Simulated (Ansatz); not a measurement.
C6H17OSi2 (SMILES [CH2][Si](C)(C)O[Si](C)(C)C), doublet, at a GFN2-xTB geometry; WB97X/STO-3G (Ansatz, a first-principles code).

The Ansatz input:
Ansatz 0.2 input:
```yaml
crystal:
  periodic: [false, false, false]
  atoms:
    - {symbol: C, position_ang: [-2.11458283, -1.65463964, -1.31317324]}
    - {symbol: Si, position_ang: [-1.58454491, -0.41557434, -0.05035988]}
    - {symbol: C, position_ang: [-2.35044624, 1.30782010, -0.36672228]}
    - {symbol: C, position_ang: [-2.02640392, -0.95730004, 1.72928231]}
    - {symbol: O, position_ang: [0.04057231, -0.30171965, -0.15481260]}
    - {symbol: Si, position_ang: [1.54819020, 0.30189971, -0.02750395]}
    - {symbol: C, position_ang: [1.68759632, 1.83698840, -1.14719972]}
    - {symbol: C, position_ang: [2.72536134, -1.07916526, -0.60089357]}
    - {symbol: C, position_ang: [1.87142979, 0.77151803, 1.79093183]}
    - {symbol: H, position_ang: [-1.41815710, -2.15387394, -1.96249618]}
    - {symbol: H, position_ang: [-3.14318393, -1.93703912, -1.44896848]}
    - {symbol: H, position_ang: [-3.43440078, 1.26210299, -0.37034280]}
    - {symbol: H, position_ang: [-2.04974238, 2.01530279, 0.40040904]}
    - {symbol: H, position_ang: [-2.03119751, 1.70372096, -1.32550065]}
    - {symbol: H, position_ang: [-3.09640743, -1.09772684, 1.84104873]}
    - {symbol: H, position_ang: [-1.53978249, -1.89365799, 1.98264387]}
    - {symbol: H, position_ang: [-1.70959500, -0.21302709, 2.45371451]}
    - {symbol: H, position_ang: [1.44998486, 1.59100926, -2.17782639]}
    - {symbol: H, position_ang: [2.68903188, 2.25522623, -1.13136209]}
    - {symbol: H, position_ang: [1.00058860, 2.61687079, -0.83246316]}
    - {symbol: H, position_ang: [2.61453092, -1.96925377, 0.01059600]}
    - {symbol: H, position_ang: [3.76234982, -0.76454698, -0.54089029]}
    - {symbol: H, position_ang: [2.52620168, -1.36347700, -1.62945489]}
    - {symbol: H, position_ang: [1.19925638, 1.55874901, 2.11977506]}
    - {symbol: H, position_ang: [2.88700470, 1.12441626, 1.93985390]}
    - {symbol: H, position_ang: [1.72017869, -0.08092298, 2.44650637]}
basis:
  gaussian:
    orbitals: STO-3G
hamiltonian:
  xc: {name: wB97X}
magnetization: {spin_polarized: true, initial_magnetization: 1}
```

Write the output that Ansatz gives for this input, abridged.


```
Functional definition: wB97X
922 factors; integrals over basis functions are off by at most 4.2e-5 eV
389 factors; integrals over basis functions are off by at most 2.1e-6 eV
mean field evaluation 1: about -24012.5976 eV, gradient 1.8e1 eV
mean field evaluation 2: about -24014.1480 eV, gradient 1.2e1 eV
mean field evaluation 4: about -24014.9319 eV, gradient 5.5e-1 eV
mean field evaluation 8: about -24014.7848 eV, gradient 5.5e-2 eV
mean field evaluation 16: about -24014.7848 eV, gradient 2.6e-5 eV
mean field -24014.78484186 eV, -882.5270651325 hartree, gradient 2.6e-5 eV, S^2 0.755521; 0 other end points of the search recorded, 0 dependent functions left out
reference -24014.78480844 eV, -882.5270639045 hartree; 45, 44 occupied and 25, 26 virtual orbitals, 922 factors
Total energy: -24014.78480844 eV, -882.5270639045 hartree
```
